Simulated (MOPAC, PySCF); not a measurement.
C2H8Si2, SMILES `[SiH3][C@@H]1C[SiH2]1`, neutral singlet in the gas phase. 

Z-matrix (Å, degrees):
```
C
H 1 1.0870
C 1 1.5632 2 113.84
H 3 1.0838 1 115.98 2 -5.72
H 3 1.0847 4 112.41 1 137.08
Si 3 1.8452 4 119.83 5 147.67
H 6 1.4722 3 119.86 4 -148.34
H 6 1.4725 7 114.68 3 -152.14
Si 1 1.8523 2 114.05 3 -141.12
H 9 1.4831 1 110.82 2 -56.23
H 9 1.4848 10 108.84 1 119.74
H 9 1.4860 10 108.39 11 116.92
```
Charge 0, multiplicity 1.

All levels are single points at this geometry (B3LYP-D3(BJ)/def2-TZVP); Pople sets use spherical d functions. Orbital energies aren't observables, and empty levels follow the basis.

B3LYP-D3(BJ)/def2-TZVP in PySCF gives HOMO (eV) = -6.85.

Estimate the HOMO (eV) from each of these levels: B3LYP/LANL2DZ in PySCF; BP86/6-31G* in PySCF; SVWN5/6-31G* in PySCF; HF/6-31G* in PySCF; PM3 in MOPAC.


```csv
level,HOMO (eV)
B3LYP/LANL2DZ in PySCF,-6.91
BP86/6-31G* in PySCF,-5.89
SVWN5/6-31G* in PySCF,-5.88
HF/6-31G* in PySCF,-9.44
PM3 in MOPAC,-8.93
```
